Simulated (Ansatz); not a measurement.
Ansatz (an electronic-structure program) input (CCSD(T)/aug-cc-pV(D+d)Z):
A basis named .json is the Basis Set Exchange file of that set.

Ansatz 0.2 input:
```yaml
crystal:
  periodic: [false, false, false]
  atoms:
    - {symbol: Si, position_ang: [0.13978535, -0.05230180, 0.57272522]}
    - {symbol: Cl, position_ang: [-1.30687380, -0.11801017, -0.92305964]}
    - {symbol: O, position_ang: [0.94110608, 1.38791913, 0.56907792]}
    - {symbol: O, position_ang: [1.26413083, -1.20099805, 0.26040512]}
    - {symbol: H, position_ang: [0.43016624, 2.19803489, 0.65740915]}
    - {symbol: H, position_ang: [2.18779839, -0.95500529, 0.38058720]}
basis:
  gaussian:
    orbitals: aug-cc-pV_D+d_Z.json
magnetization: {spin_polarized: true, initial_magnetization: 1}
correlation: {method: ccsd_t, electrons: outside_noble_gas}
output: {forces: true}
```

Output:

```
Functional definition: HF
integrals: 0.43 GiB planned
1252 factors; integrals over basis functions are off by at most 7.8e-4 eV
mean field: 0.93 GiB planned
mean field evaluation 1: about -24471.3027 eV, gradient 3.3e1 eV
mean field evaluation 2: about -24471.3106 eV, gradient 3.4e1 eV
mean field evaluation 4: about -24475.8708 eV, gradient 2.7e0 eV
mean field evaluation 8: about -24475.9854 eV, gradient 1.8e-1 eV
mean field evaluation 16: about -24475.9565 eV, gradient 8.2e-1 eV
mean field -24475.98610753 eV, -899.4758990326 hartree, gradient 3.8e-6 eV, S^2 0.754386; 0 other end points of the search recorded, 0 dependent functions left out
12 core orbitals not correlated
reference -24475.98610753 eV, -899.4758990326 hartree; 13, 12 occupied and 103, 104 virtual orbitals, 1252 factors
densities: 2.83 GiB planned
second order -17.20487189 eV of doubles, -0.00000000 eV of singles
coupled cluster: 1.66 GiB planned
cycle   1  -17.38881862 eV  change   -1.8e-1 eV  update   9.9e-2
cycle   2  -17.76386043 eV  change   -3.8e-1 eV  update   2.9e-2
cycle   3  -17.87451889 eV  change   -1.1e-1 eV  update   1.7e-2
cycle   4  -17.87046214 eV  change    4.1e-3 eV  update   5.0e-3
cycle   5  -17.86737223 eV  change    3.1e-3 eV  update   2.5e-3
cycle   6  -17.86830519 eV  change   -9.3e-4 eV  update   9.4e-4
cycle   7  -17.86841994 eV  change   -1.1e-4 eV  update   3.5e-4
cycle   8  -17.86844259 eV  change   -2.3e-5 eV  update   1.2e-4
cycle   9  -17.86848111 eV  change   -3.9e-5 eV  update   4.9e-5
cycle  10  -17.86847556 eV  change    5.5e-6 eV  update   1.8e-5
cycle  11  -17.86847252 eV  change    3.0e-6 eV  update   7.6e-6
cycle  12  -17.86847826 eV  change   -5.7e-6 eV  update   3.2e-6
perturbative correction -0.54467375 eV, -0.0200163913 hartree
the calculation of the forces begins
Total energy: -24494.39925955 eV, -900.1525698881 hartree
Atom 0 at     0.139785    -0.052302     0.572725 Å, force    -0.863941    -0.058346     0.212960 eV/Å
Atom 1 at    -1.306874    -0.118010    -0.923060 Å, force    -0.136877    -0.028796    -0.101980 eV/Å
Atom 2 at     0.941106     1.387919     0.569078 Å, force     0.541420     0.537606     0.005267 eV/Å
Atom 3 at     1.264131    -1.200998     0.260405 Å, force     0.424597    -0.647072    -0.176411 eV/Å
Atom 4 at     0.430166     2.198035     0.657409 Å, force    -0.109209     0.126481     0.024682 eV/Å
Atom 5 at     2.187798    -0.955005     0.380587 Å, force     0.144010     0.070127     0.035483 eV/Å
Dipole moment:     0.210018     0.330574     0.248718 e Å
```

It need not be the lowest isomer of its formula.
